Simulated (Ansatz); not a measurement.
```yaml
crystal:
  periodic: [false, false, false]
  atoms:
    - {symbol: Ni, position_ang: [0.212907, 0.681011, 0.924594]}
    - {symbol: Ni, position_ang: [-0.216502, -0.747503, -0.997923]}
    - {symbol: O, position_ang: [0.895510, -0.691860, 0.313268]}
    - {symbol: O, position_ang: [-0.891924, 0.758353, -0.239929]}
basis:
  gaussian: {orbitals: "6-31G*"}
total_charge: 1
magnetization: {spin_polarized: true, initial_magnetization: 1}
hamiltonian: {xc: {name: wB97M-V}}
scf: {omitted_lower_state_checks: [starts]}
output: {forces: true}
```

```sh
$ ansatz run in.yaml --threads 4 --pin off --events-out ev --progress --plain --max-ram 3916MiB
```

Output, abridged:

```
Functional definition: wB97M-V
926 factors; integrals over basis functions are off by at most 8.6e-4 eV
162 factors; integrals over basis functions are off by at most 1.7e-4 eV
mean field evaluation 1: about -86141.4852 eV, gradient 6.3e1 eV
mean field evaluation 2: about -86128.0345 eV, gradient 1.1e2 eV
mean field evaluation 4: about -86152.1105 eV, gradient 1.1e1 eV
mean field evaluation 8: about -86152.4886 eV, gradient 7.2e-1 eV
mean field evaluation 16: about -86152.6395 eV, gradient 1.5e-1 eV
mean field evaluation 32: about -86153.1212 eV, gradient 6.3e-2 eV
mean field -86153.12178814 eV, -3166.0688290310 hartree, gradient 4.2e-7 eV, S^2 1.687624; 0 other end points of the search recorded, 0 dependent functions left out
reference -86153.12185272 eV, -3166.0688314039 hartree; 36, 35 occupied and 66, 67 virtual orbitals, 926 factors
Total energy: -86153.12185272 eV, -3166.0688314039 hartree
Atom 0 at     0.212907     0.681011     0.924594 Å, force     0.729536     1.134822     2.004877 eV/Å
Atom 1 at    -0.216502    -0.747503    -0.997923 Å, force    -0.775644    -0.283404    -1.123105 eV/Å
Atom 2 at     0.895510    -0.691860     0.313268 Å, force     1.410883    -1.117169     0.426036 eV/Å
Atom 3 at    -0.891924     0.758353    -0.239929 Å, force    -1.364775     0.265751    -1.307808 eV/Å
Dipole moment:    -0.034396    -0.097349    -0.117972 e Å
Checks for a lower state left out: starts
```

Hardware: 4 threads of Arm Neoverse V1 on a shared host. Wall time 43 s, peak host memory 0.6 GiB.

The 6-31G sets use Cartesian d functions. The charge 1 doublet is spin-contaminated (final ⟨S²⟩ up to 1.69, 0.75 for a pure state).

The dipole of an ion depends on the origin.
